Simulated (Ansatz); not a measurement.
Geometry optimisation, RKS PBE-D4/def2-SVP in Ansatz 0.2.0.

input.yaml

```yaml
crystal:
  periodic: [false, false, false]
  atoms:
    - { symbol: Ge, position_ang: [0.0, 0.0, 0.0] }
    - { symbol: Cl, position_ang: [0.0, 0.0, 2.57] }
    - { symbol: Cl, position_ang: [2.0935, 0.0, -0.7393] }
    - { symbol: O, position_ang: [-0.8337, 1.4443, -0.5894] }
    - { symbol: H, position_ang: [-1.7915, 1.2136, -0.8118] }
    - { symbol: Cl, position_ang: [-1.0456, -1.8115, -0.7393] }
    - { symbol: P, position_ang: [1.3414, -2.0369, 0.8104] }
    - { symbol: H, position_ang: [0.5451, -3.2066, 0.6915] }
    - { symbol: H, position_ang: [2.5116, -2.1793, 0.0187] }
    - { symbol: H, position_ang: [0.8009, -1.2161, 2.0743] }
basis:
  gaussian: { orbitals: def2-SVP }
hamiltonian:
  xc: pbe
  dispersion: d4
relax:
  f_tol: 0.15
  max_steps: 25
  restrain:
    - { distance: [0, 6], at: 3.47, k: 30.0 }
    - { distance: [9, 1], at: 2.57, k: 30.0 }
    - { distance: [0, 1], at: 2.22, k: 30.0 }
    - { distance: [9, 6], at: 1.42, k: 30.0 }
```

Run as:

```bash
$ ansatz run input.yaml --threads 4 --pin off --max-ram 5120MiB --backend cpu --events-out ev --progress --plain --runs-dir out
```

Task: Where does it end, and by what steps?

Result: The forces met the threshold. The restraints hold the end off the free minimum; the threshold counts their pulls, which the force column leaves out. Restrained pairs: Ge1–P7 (2.57 → 3.50 Å), Cl2–H10 (1.54 → 2.57 Å), Ge1–Cl2 (2.57 → 2.20 Å), P7–H10 (1.60 → 1.42 Å). After 10 steps the energy has fallen by 3.290 eV (the restraints' own energy left out); H9 moved furthest, 0.96 Å.

| step | energy less start (eV) | largest force component (eV/Å) | accepted |
| --- | --- | --- | --- |
| 0 | 0.0000 | 2.769 | yes |
| 1 | -0.2775 | 3.939 | yes |
| 2 | -0.5913 | 4.543 | yes |
| 3 | -1.3558 | 3.581 | yes |
| 4 | -2.4328 | 2.019 | yes |
| 5 | -3.1441 | 0.883 | yes |
| 6 | -3.2095 | 0.830 | yes |
| 7 | -3.2418 | 0.778 | yes |
| 8 | -3.2718 | 0.777 | yes |
| 9 | -3.2677 | 0.846 | yes |
| 10 | -3.2897 | 0.669 | yes |

```xyz
10
Properties=species:S:1:pos:R:3
Ge -0.034 0.082 0.042
Cl -0.558 0.244 2.177
Cl 2.033 0.460 -0.391
O -0.754 1.486 -0.768
H -1.730 1.484 -0.718
Cl -0.979 -1.665 -0.818
P 1.948 -2.602 1.093
H 0.818 -3.475 1.280
H 1.610 -2.321 -0.266
H 1.267 -1.485 1.654
```

Time of the run: 40 s on 4 threads of Arm Neoverse N1, on a shared host, peak memory 0.23 GiB.
